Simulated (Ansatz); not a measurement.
## Isomers

Structures of CH4OTe, closed shell, relaxed at PBE0-D4/def2-TZVP (vibrations not checked; lower isomers may exist, and structures with a doubtful reference or unclear bonds are left out). Ansatz 0.2.0; basis: def2-TZVPP; cores frozen in the correlated methods. Filled d shells of the heavier atoms are correlated. Core potentials replace the inner electrons of the atoms past krypton. The def2 sets are not built for correlating such inner shells, so the correlated values are less sure here. B3LYP uses VWN-RPA correlation.

Task: Rank them by CCSD(T) energy, lowest first, and give each one's height above the lowest. Links in brackets join atoms within 1.22 times the sum of their covalent radii (1.1 for two metals). (An estimate is asked for; the value comes from the calculation.)
A.
a complex of CH₂Te ([CH2][Te]) + H₂O
```
7
angstrom
C -0.9804 1.0422 -0.0885
Te 0.3647 -0.0977 -0.8945
O 2.0330 -1.9836 0.8914
H -2.0003 0.7035 0.0611
H 2.9720 -1.8081 0.7918
H -0.7418 2.0343 0.2797
H 1.9080 -2.8954 0.6169
```
B.
a complex of CH₂O ([CH2][O]) + H₂Te
```
7
angstrom
C -0.5022 1.1043 -0.2742
O -0.7301 0.9394 0.8899
Te 0.2668 -2.7859 0.4319
H -0.1378 0.2803 -0.9190
H -0.6460 2.0889 -0.7605
H -0.1537 -1.3620 1.1722
H 1.8727 -2.4539 0.6608
```
C.
CH₄OTe ([CH3][Te][OH])
```
7
angstrom
C -0.4645 0.8664 -0.3374
O 0.5424 -1.9603 0.1543
Te -0.7586 -0.7562 1.0075
H -0.6107 0.5083 -1.3545
H 0.5274 1.2945 -0.2110
H -1.2222 1.6163 -0.1016
H 1.3925 -1.8315 0.5841
```
D.
CH₄OTe ([OH][CH2][TeH])
```
7
angstrom
O -1.4029 -0.0940 -0.4638
C -0.3012 0.4839 0.1523
Te 1.6174 0.0530 -0.7844
H -1.2866 -1.0479 -0.4859
H -0.1811 0.1969 1.2002
H -0.4176 1.5641 0.0877
H 1.9720 -1.1561 0.2939
```

Result: Computed: C (0.00 kcal/mol), D (7.50 kcal/mol), A (19.97 kcal/mol), B (21.09 kcal/mol). Heights count from the lowest.

Task: Do PBE-D4, r2SCAN-D4, PBE0-D4, B3LYP-D4, wB97M-V, HF, MP2 give the same order? (A judgement: the text doesn't fix the answer.)

Result: The calculation gives: Lowest first: PBE-D4 C < D < B < A; r2SCAN-D4 C < D < B < A; PBE0-D4 C < D < B < A; B3LYP-D4 C < D < B < A; wB97M-V C < D < B < A; HF C < D < B < A. The others agree with CCSD(T).

T1 diagnostic: at most 0.014. The restricted Hartree–Fock reference is unstable towards an unrestricted one at one or more of these structures. A large double-excitation amplitude points to some diradical character; no triplet was computed.

For scale, one of the runs: CCSD(T)/def2-TZVPP, 168 basis functions, launched by `ansatz run in.yaml --threads 2 --pin off --events-out ev --progress --plain --max-ram 4352MiB`. The run took 77 s on 2 CPU threads of an Arm Neoverse V1 (shared host), with 1.6 GiB of host memory at its peak.
